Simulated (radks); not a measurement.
Isoelectronic series with 10 electrons, all held in the configuration [Ne], which need not be the ground one along the series. Method: scalar-relativistic Kohn-Sham, r2SCAN, spin-unpolarised, spherical densities, finite nucleus; meta-GGA in the generalised Kohn-Sham scheme; Fermi nuclear charge, rms radius of each element as measured or else 0.836 A^(1/3) + 0.57 fm; computed with a radial shooting solver on a logarithmic mesh with Libxc functionals. Total energies (hartree) and mean radii <r> (bohr):

ion,E (hartree),2p,2s,1s
Ne,-129.08272,0.9737,0.8952,0.1578
Al3+,-240.85292,0.5958,0.6211,0.1202
S6+,-389.08576,0.4349,0.4730,0.09684
K9+,-573.91453,0.3433,0.3814,0.08101
Ti12+,-795.56871,0.2837,0.3193,0.06955
Mn15+,-1054.34021,0.2417,0.2743,0.06087
Ni18+,-1350.57775,0.2105,0.2402,0.05406
Ga21+,-1684.68567,0.1864,0.2135,0.04857
Se24+,-2057.12788,0.1671,0.1919,0.04406
Rb27+,-2468.42919,0.1514,0.1741,0.04027
Zr30+,-2919.17790,0.1383,0.1592,0.03704
Tc33+,-3410.02940,0.1273,0.1464,0.03426
Pd36+,-3941.71578,0.1178,0.1355,0.03183
In39+,-4515.04839,0.1095,0.1259,0.02969
Te42+,-5130.91899,0.1023,0.1174,0.02779
Cs45+,-5790.3254,0.09595,0.1099,0.02609
Ce48+,-6494.3557,0.09027,0.1032,0.02455
Pm51+,-7244.2147,0.08518,0.09710,0.02316
Gd54+,-8041.2044,0.08059,0.09158,0.02189
Ho57+,-8886.8632,0.07643,0.08655,0.02072
Yb60+,-9782.7580,0.07263,0.08192,0.01965
